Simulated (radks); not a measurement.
Charge is removed step by step from the 3s down level of K2+, starting from [Ne] 3s(up 1, down 1) 3p5. Calculated with a radial shooting solver on a logarithmic mesh with Libxc functionals: non-relativistic Kohn-Sham, PBE, spin-polarised, spherical densities, point nucleus; open shells are filled with parallel spins first.

[
 {"removed (e)": "0", "E - E(0) (eV)": "0.000", "eigenvalue (eV)": "-55.274", "E minus straight line (eV)": "0.000"},
 {"removed (e)": "0.1", "E - E(0) (eV)": "5.603", "eigenvalue (eV)": "-56.790", "E minus straight line (eV)": "-0.691"},
 {"removed (e)": "0.2", "E - E(0) (eV)": "11.358", "eigenvalue (eV)": "-58.313", "E minus straight line (eV)": "-1.231"},
 {"removed (e)": "0.3", "E - E(0) (eV)": "17.266", "eigenvalue (eV)": "-59.843", "E minus straight line (eV)": "-1.618"},
 {"removed (e)": "0.4", "E - E(0) (eV)": "23.327", "eigenvalue (eV)": "-61.380", "E minus straight line (eV)": "-1.851"},
 {"removed (e)": "0.5", "E - E(0) (eV)": "29.542", "eigenvalue (eV)": "-62.923", "E minus straight line (eV)": "-1.931"},
 {"removed (e)": "0.6", "E - E(0) (eV)": "35.912", "eigenvalue (eV)": "-64.471", "E minus straight line (eV)": "-1.856"},
 {"removed (e)": "0.7", "E - E(0) (eV)": "42.437", "eigenvalue (eV)": "-66.024", "E minus straight line (eV)": "-1.626"},
 {"removed (e)": "0.8", "E - E(0) (eV)": "49.117", "eigenvalue (eV)": "-67.583", "E minus straight line (eV)": "-1.240"},
 {"removed (e)": "0.9", "E - E(0) (eV)": "55.953", "eigenvalue (eV)": "-69.146", "E minus straight line (eV)": "-0.698"},
 {"removed (e)": "1", "E - E(0) (eV)": "62.946", "eigenvalue (eV)": "-70.713", "E minus straight line (eV)": "0.000"}
]

Removing the whole electron costs 62.946 eV by Delta-SCF, against 55.274 eV from minus the eigenvalue at the starting occupation. Slater's transition state (half an electron removed) gives 62.923 eV. Integrating minus the eigenvalue over the occupation (Janak's theorem) gives 62.946 eV. The mean slope of the eigenvalue, de/dn, is 15.4 eV per electron.
